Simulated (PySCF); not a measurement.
# Radial density of Xe⁺ (xenon, charge +1)

UHF, [Kr] 4d10 5s2 5p5, 2P determinant. All numbers are calculated (PySCF 2.14, scalar relativity through the core potential, in def2-SVP with the def2 core potential (28 electrons)). This is the valence pseudo-density: the core potential removes the inner electrons and smooths the orbitals near the nucleus.

| r (bohr) | 4πr²ρ (e/bohr) | 4πr²(ρα − ρβ) |
| --- | --- | --- |
| 0.00119 | 1.570e-05 | 0.0000 |
| 0.00200 | 4.400e-05 | 0.0000 |
| 0.00336 | 0.0001214 | 0.0000 |
| 0.00565 | 0.0003206 | 0.0000 |
| 0.00951 | 0.0007652 | 0.0000 |
| 0.0160 | 0.001541 | 0.0000 |
| 0.0269 | 0.002638 | 0.0000 |
| 0.0452 | 0.003582 | 0.0000 |
| 0.0761 | 0.006275 | 0.0000 |
| 0.128 | 0.03427 | 0.0002 |
| 0.215 | 0.3853 | 0.0018 |
| 0.362 | 5.338 | 0.0318 |
| 0.609 | 27.47 | 0.1198 |
| 1.02 | 15.05 | 0.0231 |
| 1.72 | 5.247 | 0.6107 |
| 2.90 | 1.585 | 0.2530 |
| 4.88 | 0.05380 | 0.0061 |
| 8.20 | 9.146e-05 | 0.0000 |

Energies and moments cover only the electrons outside the core potential.
